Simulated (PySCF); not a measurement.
# Electron correlation in Ti (titanium, neutral)

[Ar] 3d2 4s1 4p1, one real determinant (an excited configuration). Computed with PySCF 2.14 in def2-QZVPPD, with the non-relativistic Hamiltonian (point nucleus). Frozen: [Ne]; 12 electrons correlated.

MP2 pair energies summed by pair of shells (mhartree):

| pair | energy | share (%) |
| --- | --- | --- |
| 3p-3p | -121.51 | 43.6 |
| 3p-3d | -70.95 | 25.5 |
| 3s-3p | -34.17 | 12.3 |
| 3s-3d | -12.40 | 4.5 |
| 3p-4s | -10.83 | 3.9 |
| 3s-3s | -7.07 | 2.5 |
| 3d-3d | -5.31 | 1.9 |
| 3d-4s | -5.10 | 1.8 |
| 3p-4p | -4.80 | 1.7 |
| 3d-4p | -3.26 | 1.2 |
| 4s-4p | -1.87 | 0.7 |
| 3s-4s | -0.86 | 0.3 |
| 3s-4p | -0.40 | 0.1 |

Total MP2 correlation energy: -278.51 mhartree.

Same-spin part -84.12 and opposite-spin part -194.40 mhartree; SCS-MP2 scales them by 1/3 and 6/5 to -261.31 mhartree.

The reference is one real determinant that mixes LS terms of this configuration.

This basis was not built for core-valence correlation, so the inner-shell part is incomplete.
